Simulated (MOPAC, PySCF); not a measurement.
Isomers of CH5NSi. Isolated molecules, 0 K electronic values unless said otherwise. One relaxed conformer stands for each flexible species; it need not be the lowest. Strings in code marks are SMILES.

Quantity: vertical ionisation energy (energy after one electron is removed minus that of the parent at the parent's geometry), in eV.

Level 1: PBE-D3(BJ)/def2-TZVP // r2SCAN-D4/def2-TZVP (PySCF)
Level 2: minus the HOMO energy of B3LYP/6-31G* // r2SCAN-D4/def2-TZVP (PySCF)
Level 3: minus the HOMO energy of PM7 // r2SCAN-D4/def2-TZVP (MOPAC)
Level 4: minus the HOMO energy of SVWN5/6-31G* // r2SCAN-D4/def2-TZVP (PySCF)

```tsv
species	level 1	level 2	level 3	level 4
`C=[SiH]N`	7.79	5.13	8.51	4.40
`NC=[SiH2]`	7.35	4.88	7.72	4.28
`[H]/N=[SiH]\C`	9.37	6.77	10.46	5.71
```
